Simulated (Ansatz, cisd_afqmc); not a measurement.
Species: NaOH, charge 0, singlet. NaOH (SMILES [Na][OH]).
B3LYP-D3(BJ)/def2-TZVP minimum from Ansatz (a quantum-chemistry and plane-wave program):
```xyz
3

Na     0.0000     0.0000    -0.9172
O      0.0000     0.0000     1.0150
H      0.0000     0.0000     1.9692
```
Charge 0, spin multiplicity 1.

Total energies in def2-SVP, 8 correlated electrons, 6 frozen orbitals. UHF or UKS for unpaired electrons; spin-orbit terms are left out. Correlated methods leave the cores frozen. No relativity. AFQMC/CISD: phaseless, guided by CISD from CCSD amplitudes; bars are statistical, one sigma. Outlying blocks are dropped, and bars are widened where a walk drifts. Over all cases where full CI ran beside it in this data, AFQMC minus full CI had a median of +0.1 mEh and passed +0.4 mEh in a tenth of the cases.

| method | program | energy (Eh) | minus CCSDTQ (mEh) |
|---|---|---|---|
| HF | Ansatz | -237.17440 | 215.73 |
| MP2 | Ansatz | -237.38125 | 8.88 |
| CCSD | Ansatz | -237.38555 | 4.58 |
| CCSD(T) | Ansatz | -237.38930 | 0.83 |
| CCSDT(Q) | Ansatz | -237.39024 | -0.11 |
| CCSDTQ | Ansatz | -237.39013 | 0.00 |
| AFQMC/CISD | cisd_afqmc | -237.3897 ± 0.0003 | 0.4 ± 0.3 |

Rough core times of Ansatz's runs on a shared machine: CCSD(T) under 20 s, CCSDT(Q) under 20 s, CCSDTQ 80 s.
